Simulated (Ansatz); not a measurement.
Consider the substitution at a C–B bond: `CC(Br)BS` + HCl → `CC(Cl)Br` + `BS`.

Calculated with Ansatz (gas phase, PBE0-D4/def2-TZVP geometries, no zero-point term in ΔE). CCSD(T)/CBS is the MP2 limit (def2-TZVPP, def2-QZVPP) plus CCSD(T) − MP2 in def2-TZVPP, frozen cores. This one scheme is used for every species. DFT in def2-TZVPP. B3LYP here is the variant with VWN-RPA as its local correlation; programs differ in this. For Br outer-core shells are correlated without core-valence functions, which leaves a few kJ/mol of doubt a bond. Scalar relativity is left out up to krypton. Each species was taken in one conformer, which may not be the lowest.

```csv
level,ΔE (kcal/mol),difference from CCSD(T)/CBS
PBE-D4,17.0,-0.4
r2SCAN-D4,17.2,-0.2
PBE0-D4,17.6,0.2
B3LYP-D4,16.8,-0.6
ωB97X-V,16.0,-1.4
ωB97M-V,16.8,-0.6
B2PLYP,16.0,-1.4
PBE,15.8,-1.6
r2SCAN,16.8,-0.6
PBE0,16.5,-0.9
B3LYP,14.9,-2.5
HF/def2-TZVPP,14.7,-2.7
MP2/def2-TZVPP,18.1,0.7
SCS-MP2/def2-TZVPP,16.7,-0.7
CCSD/def2-TZVPP,17.9,0.5
CCSD(T)/def2-TZVPP,18.1,0.7
HF/def2-QZVPP,14.6,-2.8
MP2/def2-QZVPP,17.7,0.3
SCS-MP2/def2-QZVPP,16.4,-1.0
HF/CBS(def2),14.6,-2.8
MP2/CBS(def2),17.5,0.1
CCSD/CBS(def2),17.3,-0.1
CCSD(T)/CBS,17.4,0
```

Largest T1 diagnostic among the species: 0.015.

From PBE to PBE0 (25 % exact exchange), in def2-TZVPP and without D4, ΔE moves by +0.7 kcal/mol. The D4 term adds +1.9 kcal/mol with B3LYP and +1.1 kcal/mol with PBE0; it sums over pairs of atoms, weighted by their polarisabilities, and B3LYP, whose exchange is more repulsive, gets the larger term. In def2-TZVPP, CCSD(T) changes the Hartree–Fock value by +3.3 kcal/mol (the triples alone add +0.2 kcal/mol) and MP2 by +3.4 kcal/mol.
